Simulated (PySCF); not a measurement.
CH7AlO2, singlet at its B3LYP/def2-SVP optimised geometry (Å):

```
11

Al    -1.5575    -0.6972     0.0000
H     -1.9056    -1.4781     1.3492
H     -1.7781    -1.4195    -1.4064
O     -1.7345     1.0368     0.0000
H     -2.1436     1.5066     0.7323
C      1.2492     0.4700    -0.3008
O      0.4587    -0.6972     0.0000
H      2.1436     0.4900     0.3397
H      0.5948     1.3247    -0.0931
H      1.5363     0.4792    -1.3636
H      0.8902    -1.5066    -0.3088
```

Method: B3LYP/def2-TZVP run with PySCF 2.14.0.

Map of the electron localisation function on the plane z = 0.8 Å:

```
|                           |
|                           |
|                           |
|                           |
|                           |
|      .                    |
|    .-==:.     ..          |
|    -*%%*-.   :*=          |
|    =#@@%+-.  +%+. .::     |
|    -#@@%*+:  *%+:-*%%+    |
|    :+#%#*+-  =*==#@@@@-   |
|    .:=+***-   :-+@@@@@*   |
|     .-=++=.    .=@@@@@*   |
|     ......  :-:..*@@@@=   |
|     .:.    :*##=  =#%*.   |
|   .-*#=.   =#%%*:   .     |
|   -#@@@*=-.:#%%*-         |
|   +%@@@@@#. -+*=:         |
|   +%@@@@@%:  :::.         |
|   -#@@@@@%:               |
|   .+%@@@@#.               |
|    .+#%%*-                |
|     .:--:.                |
|                           |
|                           |
|                           |
|                           |
```
Scale: ten equal steps from 0.000 (start of ' ') to 0.998 (end of '@'), in the order ' .:-=+*#%@'; x runs from -4.50 to 4.50, y from -4.50 (bottom) to 4.50 (top).
